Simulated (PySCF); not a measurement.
**C2H10N2Si: core ionisation energies**

C2H10N2Si.
Structure used (PBE0-D3(BJ)/def2-SVP), in Å, numbered top down from 1:
```xyz
15
C2H10N2Si angstrom
C     -1.205   -1.183   -0.830
N     -0.431   -0.202   -0.119
C     -1.207    0.700    0.692
Si     1.286   -0.319    0.082
N      1.954    1.270    0.122
H     -1.955   -0.701   -1.486
H     -0.555   -1.802   -1.467
H     -1.760   -1.867   -0.154
H     -1.753    0.183    1.508
H     -0.550    1.458    1.143
H     -1.962    1.234    0.083
H      1.718   -1.215   -1.040
H      1.770   -0.920    1.372
H      1.898    1.900   -0.669
H      2.744    1.480    0.720
```

Theory: delta-SCF UKS SCAN, pcX-2 on the ionised atom, pcseg-1 elsewhere, spin-free X2C in PySCF. These are vertical core ionisation energies against the vacuum level, from separate self-consistent calculations with and without the core hole.

Problem. What binding energy does each computed site have?

Solution. 
```json
{"atom(s)": "Si4", "environment": "SiH2 silicon", "level": "Si 2p3/2", "binding energy (eV)": "106.66", "2p1/2 (eV)": "107.28", "above the level's lowest (eV)": "0.00", "count": "1"}
{"atom(s)": "C1/C3", "environment": "N-methyl carbon", "level": "C 1s", "binding energy (eV)": "291.32", "2p1/2 (eV)": "–", "above the level's lowest (eV)": "0.00", "count": "2"}
{"atom(s)": "N2", "environment": "silicon-bound nitrogen", "level": "N 1s", "binding energy (eV)": "404.05", "2p1/2 (eV)": "–", "above the level's lowest (eV)": "0.00", "count": "1"}
{"atom(s)": "N5", "environment": "silicon-bound nitrogen", "level": "N 1s", "binding energy (eV)": "404.46", "2p1/2 (eV)": "–", "above the level's lowest (eV)": "+0.41", "count": "1"}
{"atom(s)": "Si4", "environment": "SiH2 silicon", "level": "Si 1s", "binding energy (eV)": "1846.64", "2p1/2 (eV)": "–", "above the level's lowest (eV)": "0.00", "count": "1"}
```

The listed N 1s values span 0.41 eV, from N2 (bonded to 2 C and Si) to N5 (bonded to 2 H and Si). Summing the Pauling electronegativity differences to the bonded atoms, each weighted by its formal bond order, gives -2.12 for the lowest site and -2.82 for the highest; the largest sum, -2.12, belongs to N2, 0.41 eV below the top. The smallest sum, -2.82, belongs to N5, 0.41 eV above the lowest.

Problem. Express the binding energy of Si 1s of Si4 in atomic units and per mole.

Solution. 1846.64 eV = 67.8628 Eh = 178174 kJ/mol.

Topologically equivalent atoms share the value of their first member; where this conformer doesn't relate them by symmetry, their own values could differ. The 2p values add to the ΔSCF energy of one spin-free hole a correction within the shell (spin–orbit coupling, ligand field). 2p1/2 minus 2p3/2 (ligand field included): Si 0.62 eV. The structure is a single PBE0-D3(BJ)/def2-SVP conformer in the gas phase; no vibrational or solvent corrections.
